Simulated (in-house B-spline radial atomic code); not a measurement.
Radial electron density of the krypton ion Kr⁷⁺, [Ar] 3d10 4s1. Level of theory: scalar-relativistic (X2C) PBE0, spin-polarised, spherical fractional occupations, Fermi nucleus of rms radius 4.1884 fm; calculated with a radial B-spline atomic code at the basis-set limit.

One-electron X2C: radii and densities carry no picture-change correction, so inner-shell <1/r> comes out high (for 1s by about 2 % at Z = 33, 5 % at 54, 10 % at 75, 30 % at 118) and <r> low.

Columns: r (bohr), 4πr²n(r) (electrons per bohr), bar.

```
 0.00145    1.225 #
 0.00176    1.703 #
 0.00213    2.345 ##
 0.00259     3.24 ###
 0.00313    4.402 ####
  0.0038    5.982 #####
  0.0046    8.016 #######
 0.00558    10.66 #########
 0.00676    13.94 ############
  0.0082    17.97 ###############
 0.00993    22.65 ###################
   0.012    27.79 #######################
  0.0146    33.32 ############################
  0.0177     38.4 ################################
  0.0214    42.37 ###################################
   0.026    44.62 #####################################
  0.0315    44.56 #####################################
  0.0382    42.37 ###################################
  0.0462    39.17 #################################
   0.056    36.81 ###############################
  0.0679    37.37 ###############################
  0.0823    41.69 ###################################
  0.0998    48.19 ########################################
   0.121    52.98 ############################################
   0.147    52.07 ###########################################
   0.178    44.84 #####################################
   0.215    35.55 ##############################
   0.261    30.02 #########################
   0.316    31.31 ##########################
   0.383    35.68 ##############################
   0.464    36.43 ##############################
   0.563    30.36 #########################
   0.682    20.26 #################
   0.827    10.93 #########
       1    5.163 ####
    1.21    2.413 ##
    1.47    1.165 #
    1.78   0.5061 
    2.16   0.1568 
    2.62  0.02995 
    3.18 0.003061 
    3.85 0.0001555 
    4.66 3.34e-06
```

On this grid the curve has 3 maxima, near 0.026, 0.121, 0.464 bohr.

The 3d up radial function P(r) = rR(r), positive near the nucleus:

| r (bohr) | P |
| --- | --- |
| 0.0146 | 0.002298 |
| 0.0214 | 0.006553 |
| 0.0315 | 0.01833 |
| 0.0462 | 0.0485 |
| 0.0679 | 0.1208 |
| 0.0998 | 0.2741 |
| 0.147 | 0.5501 |
| 0.215 | 0.9248 |
| 0.316 | 1.266 |
| 0.464 | 1.332 |
| 0.682 | 1.021 |
| 1 | 0.5335 |
| 1.47 | 0.1623 |
| 2.16 | 0.02211 |
